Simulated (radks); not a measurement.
Trend from C to Pb: ionisation energy by Delta-SCF between NIST ground configurations, and size. Calculated with a radial shooting solver on a logarithmic mesh with Libxc functionals: Dirac Kohn-Sham, BLYP, spin-unpolarised, spherical densities, point nucleus; open shells are shared between the two j in proportion to 2j + 1.

species,configuration,configuration of the ion,IE (eV),NIST (eV),kind,outermost,<r> outermost (bohr),r at 0.001 e/bohr^3 (bohr)
C,[He] 2s2 2p2,[He] 2s2 2p1,10.829,11.260,exp.,2p3/2,1.80,3.69
Si,[Ne] 3s2 3p2,[Ne] 3s2 3p1,7.589,8.152,exp.,3p3/2,2.82,4.46
Ge,[Ar] 3d10 4s2 4p2,[Ar] 3d10 4s2 4p1,7.366,7.899,exp.,4p3/2,2.94,4.48
Sn,[Kr] 4d10 5s2 5p2,[Kr] 4d10 5s2 5p1,6.815,7.344,exp.,5p3/2,3.32,4.74
Pb,[Hg] 6p2,[Hg] 6p1,6.660,7.417,exp.,6p3/2,3.56,4.76

Reference values: NIST Atomic Spectra Database (measured). Spin polarisation and multiplet splitting are left out, so open shells lie too high by an amount that depends on their filling. Sharing an open shell by 2j + 1 raises it above the true ground level by a part of the spin-orbit splitting, which enters the differences from NIST.

Beside tabulated values, note that spin-unpolarised runs miss the spin-polarisation part of the exchange energy of open shells.
